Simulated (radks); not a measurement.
Q: Species: the mercury ion Hg5+. Configuration: [Xe] 4f14 5d7. Calculated with a radial shooting solver on a logarithmic mesh with Libxc functionals: scalar-relativistic Kohn-Sham, PBE, spin-polarised, spherical densities, point nucleus; open shells are filled with parallel spins first (spin-orbit coupling, left out, can overturn this in heavy ions). Some entries of the table are withheld. Estimate them.

orbital,occ.,eigenvalue (hartree),<r> (bohr)
1s down,1,-3059.666,0.01658
1s up,1,-3059.666,0.01658
2s up,1,-544.3699,0.06991
2s down,1,-544.3590,0.06991
2p up,3,-469.6827,0.06328
2p down,3,-469.6738,0.06328
3s up,1,-131.1197,0.1806
3s down,1,-131.1155,0.1806
3p up,3,-109.5465,0.1821
3p down,3,-109.5418,0.1821
3d up,5,-86.88011,0.1650
3d down,5,-86.87212,0.1650
4s up,1,-30.81140,0.3991
4s down,1,-30.80091,0.3992
4p up,3,-23.73900,0.4254
4p down,3,-23.72926,0.4254
4d up,5,-15.35642,0.4488
4d down,5,-15.34508,0.4487
5s up,1,-6.86514,0.8955
5s down,1,-6.79526,0.8923
4f up,7,-6.06266,(1)
4f down,7,-6.04706,(2)
5p up,3,-4.93755,1.019
5p down,3,-4.85285,1.016
5d up,5,-2.71960,(3)
5d down,2,-2.62638,(4)

A: 
(1) 4f up <r> (bohr): 0.4819
(2) 4f down <r> (bohr): 0.4808
(3) 5d up <r> (bohr): 1.295
(4) 5d down <r> (bohr): 1.300
